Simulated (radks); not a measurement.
Species: K2+. Configuration: [Ne] 3s2 3p5. Method: Dirac Kohn-Sham, BLYP, spin-unpolarised, spherical densities, point nucleus; open shells fill j = l - 1/2 first; computed with a radial shooting solver on a logarithmic mesh with Libxc functionals.

Normalised radial functions P(r) = r R(r) (large component), r in bohr:

```
   r/bohr * 3p3/2 (the largest magnitude, 0.917, reaches the edge; | marks zero)
  0.00265                             *
 0.003396                             *
 0.004387                             *
 0.005622                             *
 0.007205                             *
 0.009233                             *
  0.01193                             *
  0.01528                             *
  0.01958                             |*
   0.0251                             |*
  0.03242                             | *
  0.04154                             |  *
  0.05324                             |   *
  0.06877                             |    *
  0.08812                             |      *
   0.1129                             |         *
   0.1447                             |           *
   0.1869                             |            *
   0.2395                             |            *
    0.307                             |         *
   0.3934                             |   *
   0.5081                        *    |
   0.6512               *             |
   0.8344      *                      |
    1.069  *                          |
    1.381    *                        |
     1.77          *                  |
    2.268                 *           |
     2.93                        *    |
    3.755                           * |
    4.811                             *
    6.166                             *
```

3p3/2: eigenvalue -38.946 eV, 1 radial node at r = 0.450 bohr, <r> = 1.36 bohr, 90 % of the charge inside 2.09 bohr.
